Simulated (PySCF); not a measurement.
ClH3OSiTe. Atoms are numbered in the order given.

```xyz
7

Te     0.3913    -0.0091     0.7784
Cl     0.8329     1.8061    -0.7192
O     -0.3486    -1.3222    -0.5183
Si    -1.7924    -1.1611    -1.3737
H     -2.8768    -0.6633    -0.4777
H     -2.1218    -2.5192    -1.8822
H     -1.6263    -0.2181    -2.5137
```

The structure is a stationary point at B3LYP-D3(BJ)/def2-SVP. This is a generated structure with no PubChem entry under its InChIKey; it may be hypothetical. The def2 effective core potentials stand for the cores of Te; spin–orbit coupling is left out. One conformer was computed; it need not be the lowest.

These are B3LYP-D3(BJ)/def2-SVP (PySCF) values and carry that method's errors.

Frequencies are harmonic and unscaled.

| mode | ν (cm⁻¹) | IR (km/mol) | moving atoms (share of kinetic energy) |
|---|---|---|---|
| 1 | 30 | 1.0 | H 60 %, Cl 16 %, Si 12 % |
| 2 | 70 | 1.2 | H 41 %, Cl 30 %, Si 21 % |
| 3 | 142 | 3.2 | O 43 %, Si 27 %, H 18 % |
| 4 | 184 | 4.5 | O 52 %, Te 16 %, Cl 13 %, Si 12 % |
| 5 | 355 | 29.4 | Cl 77 %, Te 22 % |
| 6 | 488 | 15.0 | O 55 %, Si 19 %, Te 14 %, H 12 % |
| 7 | 710 | 45.2 | H 84 %, Si 8 % |
| 8 | 726 | 46.9 | H 77 %, O 12 %, Si 10 % |
| 9 | 892 | 437.7 | O 72 %, Si 26 % |
| 10 | 942 | 79.8 | H 95 % |
| 11 | 960 | 100.2 | H 96 % |
| 12 | 987 | 196.6 | H 92 % |
| 13 | 2219 | 101.7 | H 97 % |
| 14 | 2239 | 88.0 | H 97 % |
| 15 | 2249 | 125.2 | H 96 % |
